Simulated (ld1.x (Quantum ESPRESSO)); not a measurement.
**Transferability test, RRKJ potential for nitrogen (N)**

- Element: N (Z = 7)
- Generator: ld1.x (Quantum ESPRESSO) 7.5
- Type: norm-conserving RRKJ (Kleinman–Bylander form)
- Functional: PBE
- Relativity: scalar-relativistic
- Frozen core: [He]
- Valence charge: 5
- Reference configuration: 2s2 2p3
- Partial waves: 2p (bound): rc 1.60 bohr; 2s (bound): rc 1.10 bohr
- Local potential: the s channel
- Core correction: a·sin(br)/r model core inside 0.75 bohr
- rho0: 0.001

Energies are relative to the spin-unpolarised reference configuration 2s2 2p3; without spin polarisation the order of configurations can differ from experiment.

Problem. Give the all-electron excitation energy and the error of the potential for: 2s2 2p2; 2s2 2p1; 2s2 2p0; 2s1 2p0; 2s0 2p5; 2s1 2p4; 2s2 2p3.3.

Solution.

| valence configuration | charge | ΔE all-electron (eV) | error AE − PS (meV) |
| --- | --- | --- | --- |
| 2s2 2p2 | +1 | 13.591 | +22 |
| 2s2 2p1 | +2 | 42.445 | +220 |
| 2s2 2p0 | +3 | 89.528 | +985 |
| 2s1 2p0 | +4 | 167.346 | +1592 |
| 2s0 2p5 | 0 | 23.041 | +40 |
| 2s1 2p4 | 0 | 11.508 | +9.7 |
| 2s2 2p3.3 | -0.3 | -1.619 | +0.3 |

Levels in the configuration 2s2 2p0:

```
level  all-electron (eV)  pseudo (eV)
   2s            -68.125      -67.601
```
